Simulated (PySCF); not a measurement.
BH6P3. Atoms are numbered in the order given.

```xyz
10

B      0.0365     0.0139     0.0000
P      0.1238    -1.8793     0.0000
H     -0.7561    -2.2033     1.0715
H     -0.7561    -2.2033    -1.0715
P     -0.1181     0.9464     1.6450
H      0.6504     0.0982     2.4908
H      0.8579     1.9695     1.4790
P     -0.1181     0.9464    -1.6450
H      0.8579     1.9695    -1.4790
H      0.6504     0.0982    -2.4908
```
Charge 0, spin multiplicity 1.

Coordinates come from a PBE0-D3(BJ)/def2-SVP optimisation. The values are those of a single conformer.

Calculation: PySCF with PBE0-D3(BJ)/def2-SVP.

Frequencies are harmonic and unscaled.

```tsv
mode	ν (cm⁻¹)	IR (km/mol)	moving atoms (share of kinetic energy)
1	161	0.4	P 76 %, H 17 %
2	167	0.7	P 81 %, H 12 %
3	185	0.3	H 96 %
4	231	12.1	H 93 %
5	231	16.5	H 94 %
6	283	9.8	B 56 %, H 34 %, P 10 %
7	386	0.8	P 93 %
8	521	50.7	H 79 %, P 17 %
9	584	15.9	H 85 %, P 9 %
10	646	32.0	H 59 %, B 27 %, P 14 %
11	698	0.0	H 96 %
12	706	16.8	H 79 %, B 11 %, P 9 %
13	717	12.5	H 78 %, B 14 %, P 8 %
14	947	30.2	B 62 %, H 32 %
15	954	36.4	B 63 %, H 31 %
16	1090	40.6	H 91 %
17	1098	16.6	H 95 %
18	1116	37.2	H 92 %
19	2424	18.6	H 97 %
20	2426	32.8	H 97 %
21	2431	49.7	H 97 %
22	2444	9.2	H 96 %
23	2448	51.2	H 97 %
24	2449	55.0	H 97 %
```
